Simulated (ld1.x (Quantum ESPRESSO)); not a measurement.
# LDA (PZ) TM semilocal dataset for Zr, scalar-relativistic all-electron reference.

ld1.x (Quantum ESPRESSO) 7.5 was run on this input:

```
&input
   title='Zr', zed=40., rel=1, dft='PZ', iswitch=3,
   config='[Kr] 4d2 5s1.75 5p0.25',
   nld=3, rlderiv=3.95, eminld=-2.0, emaxld=5.0, deld=0.02
 /
 &inputp
   pseudotype=1, tm=.true., lloc=2,
   nlcc=.true., rcore=2.35,
   file_pseudopw='Zr.pp', file_wfcaegen='ae.wfc', file_wfcncgen='nc.wfc'
 /
3
5S  1  0   1.75   0.00  2.35  2.35  0.0
5P  2  1   0.25   0.00  3.65  3.65  0.0
4D  3  2   2.00   0.00  2.35  2.35  0.0
 &test
   configts(1)='4d2 5s1.75 5p0.25'
 /
```

Command:

```bash
ld1.x < Zr.in > Zr.out
```

Resulting log (shortened: banner, matrices, multipoles, cross overlaps and the repeated all-electron block are left out):

```
Program LD1 v.7.5
     --------------------------- All-electron run ----------------------------

     Zr
     scalar relativistic calculation

     atomic number is 40.00
     dft =PZ   lsd =0 sic =0 latt =0  beta=0.20 tr2=1.0E-14
     Exchange-correlation= PZ
                           (   1   1   0   0   0   0   0)
     mesh =1225 r(mesh) = 100.59681 a.u. xmin = -7.00 dx = 0.01250
     1 Ry =  13.60569312 eV, c = 137.03599908

     n l     nl                  e(Ry)          e(Ha)          e(eV)
     1 0     1S 1( 2.00)     -1308.2359      -654.1180    -17799.4567
     2 0     2S 1( 2.00)      -181.3303       -90.6651     -2467.1240
     2 1     2P 1( 6.00)      -161.8351       -80.9175     -2201.8787
     3 0     3S 1( 2.00)       -29.6905       -14.8452      -403.9593
     3 1     3P 1( 6.00)       -23.3403       -11.6702      -317.5613
     4 0     4S 1( 2.00)        -4.0301        -2.0151       -54.8324
     4 1     4P 1( 6.00)        -2.4122        -1.2061       -32.8191
     3 2     3D 1(10.00)       -12.8819        -6.4410      -175.2674
     4 2     4D 1( 2.00)        -0.2950        -0.1475        -4.0136
     5 0     5S 1( 1.75)        -0.3523        -0.1761        -4.7929
     5 1     5P 1( 0.25)        -0.1261        -0.0630        -1.7153

     final scf error:  9.8E-15 reached in  38 iterations

     Etot =   -7189.136461 Ry,   -3594.568230 Ha,  -97813.184507 eV

     Ekin =    7389.781954 Ry,    3694.890977 Ha,  100543.105512 eV
     Encl =  -17317.639595 Ry,   -8658.819798 Ha, -235618.489946 eV
     Eh   =    2958.513085 Ry,    1479.256543 Ha,   40252.621140 eV
     Exc  =    -219.791905 Ry,    -109.895953 Ha,   -2990.421212 eV

     normalization and overlap integrals

     s(1S/1S) =  1.000000  <r> =   0.0371  <r2> =    0.0019  r(max) =   0.0241
     s(2S/2S) =  1.000000  <r> =   0.1628  <r2> =    0.0312  r(max) =   0.1368
     s(2P/2P) =  1.000000  <r> =   0.1418  <r2> =    0.0246  r(max) =   0.1093
     s(3S/3S) =  1.000000  <r> =   0.4594  <r2> =    0.2420  r(max) =   0.4111
     s(3P/3P) =  1.000000  <r> =   0.4628  <r2> =    0.2497  r(max) =   0.4010
     s(4S/4S) =  1.000000  <r> =   1.2116  <r2> =    1.6671  r(max) =   1.0764
     s(4P/4P) =  1.000000  <r> =   1.3686  <r2> =    2.1539  r(max) =   1.1748
     s(3D/3D) =  1.000000  <r> =   0.4528  <r2> =    0.2481  r(max) =   0.3451
     s(4D/4D) =  1.000000  <r> =   2.2791  <r2> =    6.4883  r(max) =   1.6058
     s(5S/5S) =  1.000000  <r> =   3.6763  <r2> =   15.4403  r(max) =   3.1147
     s(5P/5P) =  1.000000  <r> =   5.0461  <r2> =   29.5444  r(max) =   4.1005

     ------------------------ End of All-electron run ------------------------

     --------------------- Generating NC pseudopotential ---------------------

      Generating local pot.: lloc=2, matching radius rcloc =   2.3500

      Computing core charge for nlcc:

       r > 2.37 : true rho core
       r < 2.37 : rho core = a sin(br)/r    a=   0.89  b=   1.17

      Integrated core pseudo-charge :   2.20

      Wfc   5S  rcut= 2.366  Using Troullier-Martins method

      Wfc   5P  rcut= 3.619  Using Troullier-Martins method

     ------------------- End of pseudopotential generation -------------------

     Computing logarithmic derivative in   3.97446
     Computing logarithmic derivative in   3.97446
     Computing the partial wave expansion
     R is outside the sphere for l=    0 j= 0.00
     R is outside the sphere for l=    1 j= 0.00
       no projector for channel:   2

     ---------------------- Testing the pseudopotential ----------------------

     Zr
     scalar relativistic calculation

     atomic number is 40.00   valence charge is  4.00
     dft =PZ   lsd =0 sic =0 latt =0  beta=0.20 tr2=1.0E-14
     mesh =1225 r(mesh) = 100.59681 xmin = -7.00 dx = 0.01250

     n l     nl             e AE (Ry)        e PS (Ry)    De AE-PS (Ry)
     3 2     4D   1( 2.00)       -0.29500       -0.29500        0.00000
     1 0     5S   1( 1.75)       -0.35227       -0.35227       -0.00000
     2 1     5P   1( 0.25)       -0.12607       -0.12607       -0.00000

     eps = 2.7E-15  iter = 16

     Etot =   -7189.136461 Ry,   -3594.568230 Ha,  -97813.184507 eV
     Etotps =    -6.946602 Ry,      -3.473301 Ha,     -94.513336 eV

     Ekin =       5.794829 Ry,       2.897414 Ha,      78.842660 eV
     Encl =     -14.878945 Ry,      -7.439472 Ha,    -202.438355 eV
     Ehrt =       4.771044 Ry,       2.385522 Ha,      64.913359 eV
     Ecxc =      -3.339609 Ry,      -1.669804 Ha,     -45.437689 eV
     (Ecc =      -1.238619 Ry,      -0.619309 Ha,     -16.852266 eV)
     Epseu=       0.706079 Ry,       0.353039 Ha,       9.606689 eV

     ---------------------- End of pseudopotential test ----------------------
```

Generation and configuration tests took about 1.6 s on one core of a shared server CPU.
